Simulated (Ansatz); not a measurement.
System: H$_{2}$BSO, charge 0, doublet. H2BSO (SMILES [O]BS, doublet).
B3LYP-D3(BJ)/def2-TZVP minimum from Ansatz (a program for electronic structure):
```xyz
5

B     -0.5218     0.2887    -0.6297
H     -1.3011    -0.1891    -1.4082
O     -0.2974     1.5664    -0.6086
S      0.3268    -0.8653     0.5163
H      1.0597     0.0587     1.1639
```
Charge 0, spin multiplicity 2.

Property: atomisation energy (electronic, to ground-state atoms), in kcal/mol. UHF or UKS for unpaired electrons; spin-orbit terms are left out. CBS(X,Y): correlation extrapolated as X^-3, Hartree-Fock from the larger set. A bracket is a step between two methods taken in the basis named. The functionals are non-relativistic, so their misses hold any scalar relativity. Double hybrids freeze cores in their MP2 part. 'core' is core correlation in cc-pwCVTZ (1s frozen past Ne), 'X2C' scalar relativity in cc-pVTZ-DK, both at CCSD(T). For partners of very few electrons the exact lower level stands in for a higher one.

CCSD(T)/CBS(cc-pV(T+d)Z,cc-pV(Q+d)Z) + [CCSDT(Q) - CCSD(T)]/cc-pV(D+d)Z + core + X2C (Ansatz) gives 409.4 kcal/mol.

Task: What does PBE/def2-TZVPD (Ansatz) give here, and how do the other levels compare?

Result: PBE gives 425.9 kcal/mol, 16.5 kcal/mol above it. Differences of the others: r2SCAN/def2-TZVPD (Ansatz) 10.4; PBE0/def2-TZVPD (Ansatz) 2.6; B2PLYP/def2-TZVPD (Ansatz) -4.5; CCSD(T)/CBS(cc-pV(T+d)Z,cc-pV(Q+d)Z) + core + X2C (Ansatz) -1.1 kcal/mol. Nearer than PBE: r2SCAN/def2-TZVPD, PBE0/def2-TZVPD, B2PLYP/def2-TZVPD, CCSD(T)/CBS(cc-pV(T+d)Z,cc-pV(Q+d)Z) + core + X2C.
